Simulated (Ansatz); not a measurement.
`BN([SiH3])CC`. Total charge 0; spin multiplicity 1. The structure was optimised at the PBE0-D4/def2-TZVP level. It is one conformer, not always the lowest.

```xyz
15

B     0.078    1.277   -1.391
N     0.082    0.616   -0.161
Si   -0.853    1.174    1.208
C     0.895   -0.587    0.046
C     0.128   -1.864   -0.239
H     0.775    0.865   -2.277
H    -0.613    2.243   -1.540
H     0.069    1.518    2.324
H    -1.647    2.355    0.803
H    -1.754    0.094    1.697
H     1.770   -0.524   -0.605
H     1.270   -0.598    1.077
H     0.758   -2.738   -0.060
H    -0.756   -1.947    0.398
H    -0.201   -1.884   -1.280
```

Problem. What is the dipole moment at r2SCAN/def2-TZVPP? (An estimate is asked.)

Solution. The calculation gave: 1.58 D, with components (0.39, -1.23, 0.92) D in this frame, pointing from negative to positive charge.

Problem. And with PBE, B3LYP, ωB97M-V? (Best estimate.)

Solution. Ansatz gave: PBE 1.64 D, B3LYP 1.54 D, ωB97M-V 1.53 D.

Problem. Give the Mulliken charges with r2SCAN, PBE, ωB97M-V in def2-TZVPP. (Estimate.)

Solution. Ansatz gave: 
```
atom  r2SCAN    PBE  ωB97M-V
  B1   -0.06  -0.16    -0.17
  N2   -0.15  -0.02    -0.19
 Si3    0.33   0.24     0.21
  C4    0.03  -0.04    -0.14
  C5   -0.14  -0.25    -0.27
  H6   -0.03  -0.01     0.05
  H7   -0.01   0.00     0.06
  H8   -0.07  -0.05    -0.03
  H9   -0.05  -0.04    -0.01
 H10   -0.07  -0.06    -0.03
 H11    0.04   0.08     0.11
 H12    0.04   0.07     0.11
 H13    0.04   0.08     0.10
 H14    0.05   0.08     0.10
 H15    0.05   0.09     0.11
```

B3LYP here is the variant with VWN-RPA as its local correlation; programs differ in this.
